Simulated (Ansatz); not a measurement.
Ansatz (a quantum-chemistry and plane-wave program) input (CCSD(T)/def2-SVP):

Ansatz 0.2 input:
```yaml
crystal:
  periodic: [false, false, false]
  atoms:
    - {symbol: Li, position_ang: [-0.00000000, -0.00000000, -0.00000000]}
    - {symbol: F, position_ang: [1.87520030, -0.00004519, -0.02881500]}
    - {symbol: F, position_ang: [-0.93760611, 1.62418276, 0.01147264]}
    - {symbol: F, position_ang: [-0.93759420, -1.62413757, 0.01734236]}
basis:
  gaussian:
    orbitals: def2-SVP
total_charge: -2
magnetization: {spin_polarized: false}
correlation: {method: ccsd_t, electrons: outside_noble_gas}
```

Output:

```
Functional definition: HF
integrals: 0.02 GiB planned
507 factors; integrals over basis functions are off by at most 3.7e-4 eV
mean field: 0.10 GiB planned
mean field evaluation 1: about -8312.0743 eV, gradient 1.1e1 eV
mean field evaluation 2: about -8312.0625 eV, gradient 1.1e1 eV
mean field evaluation 4: about -8312.2658 eV, gradient 7.6e-1 eV
mean field evaluation 8: about -8312.2672 eV, gradient 7.6e-5 eV
mean field evaluation 16: about -8312.2672 eV, gradient 1.5e-6 eV
mean field -8312.26718412 eV, -305.4701847595 hartree, gradient 1.5e-6 eV, S^2 0.000000; 0 other end points of the search recorded, 0 dependent functions left out
4 core orbitals not correlated
reference -8312.26718412 eV, -305.4701847595 hartree; 12, 12 occupied and 35, 35 virtual orbitals, 507 factors
second order -16.13434436 eV of doubles, -0.00000000 eV of singles
coupled cluster: 0.08 GiB planned
cycle   1  -16.00819910 eV  change    1.3e-1 eV  update   8.5e-2
cycle   2  -16.23359440 eV  change   -2.3e-1 eV  update   2.6e-2
cycle   3  -16.31630596 eV  change   -8.3e-2 eV  update   1.5e-2
cycle   4  -16.32199699 eV  change   -5.7e-3 eV  update   4.4e-3
cycle   5  -16.31575955 eV  change    6.2e-3 eV  update   1.6e-3
cycle   6  -16.31369087 eV  change    2.1e-3 eV  update   6.6e-4
cycle   7  -16.31360218 eV  change    8.9e-5 eV  update   2.2e-4
cycle   8  -16.31359841 eV  change    3.8e-6 eV  update   9.1e-5
cycle   9  -16.31356240 eV  change    3.6e-5 eV  update   3.5e-5
cycle  10  -16.31357638 eV  change   -1.4e-5 eV  update   1.7e-5
perturbative correction -0.10972053 eV, -0.0040321550 hartree
Total energy: -8328.69048104 eV, -306.0737297889 hartree
```

It need not be the lowest isomer of its formula.
